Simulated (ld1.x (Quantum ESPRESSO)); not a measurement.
Before and after: TM potential for O

| Item | Value |
| --- | --- |
| Element | oxygen |
| Generator | ld1.x (Quantum ESPRESSO) 7.5 |
| Type | norm-conserving Troullier–Martins (Kleinman–Bylander form) |
| Functional | PBE |
| Relativity | scalar-relativistic |
| Frozen core | [He] |
| Valence charge | 6 |
| Reference configuration | 2s2 2p2 (charge +2) |
| Partial waves | 2s (bound): rc 0.75 bohr; 2p (bound): rc 1.10 bohr; 3d channel at 0.25 Ry: rc 0.95 bohr |
| Local potential | all-electron potential smoothed inside 0.55 bohr (lloc = -1) |
| Core correction | none |

Change: wave 2s (bound): rc 0.75 bohr becomes 2s (bound): rc 0.50 bohr.

Cutoffs: the cutoffs (Ry, on a coarse ladder) from which the occupation-weighted sum of valence levels, in a spherical-Bessel basis at the reference potential, stays within 10 and 1 mRy of its value at 400 Ry; they do not see the model core or the augmentation charge, which bear on the density cutoff. Errors are all-electron minus pseudo energies relative to the spin-unpolarised reference configuration.

**Question.** How do hardness, ghosts and transferability respond?

**Answer.** Of the 7 tests that both files solve, the error grows in 7 and shrinks in 0 by more than 15 % and 0.3 meV (median size 77.6 → 119.4 meV); neither file shows a bound ghost. That the errors move this way runs against the usual rule that smaller radii transfer better.

```csv
quantity,base,changed
"cutoff, loose",100 Ry,over 300 Ry
"cutoff, tight",200 Ry,over 300 Ry
loose cutoff by channel (10 mRy a level),"s 70 Ry, p 80 Ry","s over 300 Ry, p 80 Ry"
bound ghosts,none,none
"error for 2s2 2p4, meV [ΔE -50.02 eV]",+51,+91
"error for 2s2 2p3, meV [ΔE -33.59 eV]",+26,+42
"error for 2s2 2p1, meV [ΔE 53.87 eV]",+78,+119
"error for 2s1 2p4, meV [ΔE -18.36 eV]",+78,+229
"error for 2s2 2p0, meV [ΔE 130.77 eV]",+569,+840
"error for 2s0 2p6, meV [ΔE -20.08 eV]",+178,+665
"error for 2s2 2p4.3, meV [ΔE -52.14 eV]",+54,+99
s: phases at 1.19 bohr within 0.05 rad from the reference energy up to (Ry; the scan ends near 5),to the end of the scan,to the end of the scan
p: phases at 1.19 bohr within 0.05 rad from the reference energy up to (Ry; the scan ends near 5),to the end of the scan,to the end of the scan
d: phases at 1.19 bohr within 0.05 rad from the reference energy up to (Ry; the scan ends near 5),to the end of the scan,to the end of the scan
```
